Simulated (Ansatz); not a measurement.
Bond stretch in C4H12Ge, SMILES C[C](C)(C)[GeH3]. The C1–Ge14 bond (C1 also carries C, C, C; Ge14 carries H, H, H) is pulled apart rigidly from the PBE0/def2-SVP optimised geometry.

- RKS-PBE = restricted PBE/def2-SVP (Ansatz, a first-principles code)
- UKS-PBE = unrestricted PBE/def2-SVP in Ansatz
- RKS-PBE0 = Ansatz with restricted PBE0/def2-SVP
- UKS-PBE0 = unrestricted PBE0/def2-SVP run with Ansatz

Energies relative to the lowest point of each curve near equilibrium, in mEh; the last columns give the difference from UKS-PBE0:

```csv
R / Å,RKS-PBE,UKS-PBE,RKS-PBE0,UKS-PBE0,RKS-PBE − UKS-PBE0,UKS-PBE − UKS-PBE0,RKS-PBE0 − UKS-PBE0
1.63,65.7,65.7,63.1,63.1,2.6,2.6,0.0
1.74,26.9,26.9,24.8,24.8,2.1,2.1,0.0
1.85,7.6,7.6,6.3,6.3,1.3,1.3,0.0
1.91,2.5,2.5,1.8,1.8,0.7,0.7,0.0
1.98,0.0,0.0,0.0,0.0,0.0,0.0,0.0
2.03,0.0,0.0,0.5,0.5,-0.5,-0.5,0.0
2.10,1.8,1.8,3.1,3.1,-1.3,-1.3,0.0
2.25,10.4,10.4,13.6,13.6,-3.1,-3.1,0.0
2.41,23.3,23.3,28.5,28.5,-5.2,-5.2,0.0
2.61,41.0,41.0,48.7,48.7,-7.7,-7.7,0.0
2.87,63.0,63.0,73.9,73.9,-10.9,-10.9,0.0
3.28,91.3,91.3,107.0,102.5,-11.2,-11.2,4.5
3.68,111.2,107.8,131.0,113.5,-2.2,-5.7,17.5
4.17,127.7,115.3,151.7,118.4,9.3,-3.1,33.3
4.82,140.4,118.7,168.8,120.4,20.0,-1.7,48.4
5.73,148.6,119.9,181.0,121.1,27.5,-1.2,59.9
```

RKS-PBE is furthest from UKS-PBE0 at 5.73 (27.5 mEh, above); its mean absolute difference over the points is 6.6 mEh.

UKS-PBE is furthest from UKS-PBE0 at 3.28 (-11.2 mEh, below); its mean absolute difference over the points is 3.7 mEh.

RKS-PBE0 is furthest from UKS-PBE0 at 5.73 (59.9 mEh, above); its mean absolute difference over the points is 10.2 mEh.

The restricted form behind RKS-PBE, RKS-PBE0 keeps the bonding electrons paired and can't separate into open-shell fragments. The unrestricted determinant behind UKS-PBE is spin-contaminated at 3.68 to 5.73 Å (<S²> up to 1.0, against 0.00 for a pure singlet). The unrestricted determinant behind UKS-PBE0 is spin-contaminated at 3.28 to 5.73 Å (<S²> up to 1.0, against 0.00 for a pure singlet).
